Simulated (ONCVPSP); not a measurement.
## Re: variants of one ONCV potential

Base potential:

| Quantity | Value |
| --- | --- |
| Element | rhenium (Re) |
| Generator | ONCVPSP 4.0.1 |
| Type | optimised norm-conserving Vanderbilt (ONCV) |
| Functional | PBE |
| Relativity | scalar-relativistic |
| Frozen core | [Kr] 4d10 4f14 |
| Valence charge | 15 |
| Reference configuration | 5s2 5p6 5d5 6s2 |
| Partial waves | 5s+6s: rc 1.95 bohr, ncon 3, nbas 8, qcut 6.2 1/bohr, 2 projectors; 5p: rc 1.95 bohr, ncon 3, nbas 6, qcut 7.1 1/bohr, 2 projectors, debl 3.1 Ha; 5d: rc 1.50 bohr, ncon 4, nbas 7, qcut 6.9 1/bohr, 2 projectors, debl 1 Ha |
| Local potential | polynomial inside 1.15 bohr (lpopt 5, dvloc0 0 Ha) |
| Core correction | none |

Cutoffs, loose and tight: the cutoffs (Ha) at which the residual kinetic energy of the hardest occupied pseudo-wave falls to 1 and 0.1 mHa per electron. They do not see the model core or the augmentation charge, which bear on the density cutoff. Test errors are all-electron minus pseudo excitation energies from the reference, over the configurations 5s2 5p6 5d5 6s1; 5s2 5p6 5d5 6s0; 5s2 5p6 5d4 6s0; 5s2 5p5 5d5 6s2. A dash means not determined; rows that change the core or the reference have their own tests.

| change | outcome | cutoff, loose | cutoff, tight | bound ghosts | GHOST(+) flags above zero | largest test error (meV) |
| --- | --- | --- | --- | --- | --- | --- |
| base | generated | 15 Ha | 18 Ha | none | s | -155 |
| core correction Teter function, fcfact 3.25, rcfact 1.7 | generated | 15 Ha | 18 Ha | none | s | -180 |
| p: rc 1.82 | generated | 15 Ha | 18 Ha | none | s | -146 |
| fully relativistic | generated | 16 Ha | 19 Ha | none | s | -100 |
| local potential polynomial inside 1.15 bohr (lpopt 5, dvloc0 8 Ha) | generated | 15 Ha | 18 Ha | none | none | -158 |
| d: nproj 1 | generated | 15 Ha | 18 Ha | none | s | -146 |
| d: rc 1.76 | generated | 16 Ha | 19 Ha | none | s | -152 |

**Question.** What comes out with this change to the base: d: qcut 4.5?

**Answer.** outcome: generated; cutoff, loose: 26 Ha; cutoff, tight: 62 Ha; bound ghosts: none; GHOST(+) flags above zero: s; largest test error (meV): -159.
